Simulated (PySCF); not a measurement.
A geometry optimisation on `C=C=CCBF`.

Computed with PBE0-D3(BJ)/def2-SVP geometry optimisation, gas phase (PySCF 2.14.0). Start geometry: GFN2-xTB. The input is one job of a driver script: a line of settings, then coordinates in Å.

Command:
```bash
OMP_NUM_THREADS=1 python probes_run.py task.json out
```

Input:
```
{"job": {"xc": "PBE0", "basis": "def2-SVP", "d3": "d3bj", "grid": 1, "shake": 0.01, "kind": "geom"}, "charge": 0, "multiplicity": 1}
C     -2.560090     0.112090     0.611540
C     -1.439410     0.068740     0.007680
C     -0.299940    -0.005730    -0.585000
C      0.994670    -0.552340     0.068370
B      2.179500     0.437660     0.133470
F      3.193140     0.134610     0.919920
H     -2.864940     1.000370     1.181810
H     -3.284120    -0.659170     0.543870
H     -0.166490     0.358740    -1.572490
H      1.290760    -1.428400    -0.497450
H      0.708590    -0.942430     1.074050
H      2.288020     1.447580    -0.453500
```

Output:
```
step   0  E = -280.18299250  max force = 0.047769
step   1  E = -280.19074941  max force = 0.005705
step   2  E = -280.19090645  max force = 0.002255
step   3  E = -280.19093906  max force = 0.002667
step   4  E = -280.19098434  max force = 0.000391
step   5  E = -280.19098518  max force = 0.000537
step   6  E = -280.19099113  max force = 0.000205
optimisation converged
```

Energies in Eh; «max force» is the largest Cartesian gradient component in Eh/bohr.

**Question.** Give the first gradient maximum in eV/Å.

**Answer.** With 1 Eh/bohr = 51.422 eV/Å, 2.456 eV/Å.

**Question.** How much energy does the optimisation release, in eV?

**Answer.** E(step 0) − E(last step) = 0.007999 Eh, which is 0.218 eV.

Summary of the converged run: final energy -280.19099 Eh after 6 steps; dipole 0.80 D.

**Question.** Where do the atoms end?

**Answer.** 0.057 Å rms from the input after alignment:
```
atom  x, y, z in Å
C1    -2.6488   -0.1290    0.8703
C2    -1.4918   -0.2134    0.2647
C3    -0.3314   -0.2983   -0.3386
C4     0.9035   -0.9322    0.2346
B5     2.1614    0.0003    0.2960
F6     3.1862   -0.3550    1.0572
H7    -2.8957    0.7230    1.5132
H8    -3.4118   -0.9069    0.7530
H9    -0.2460    0.1474   -1.3395
H10    1.2230   -1.7803   -0.4091
H11    0.7112   -1.3786    1.2237
H12    2.2869    1.0232   -0.3431
```

Time: 36 s of wall time; peak memory 0.47 GiB. Hardware: one thread, Intel Xeon Platinum 8259CL at 2.50 GHz (x86_64), shared host with 96 logical CPUs at a one-minute load of 15.
Labels such as C1 count atoms from 1, the log's own numbers from 0.
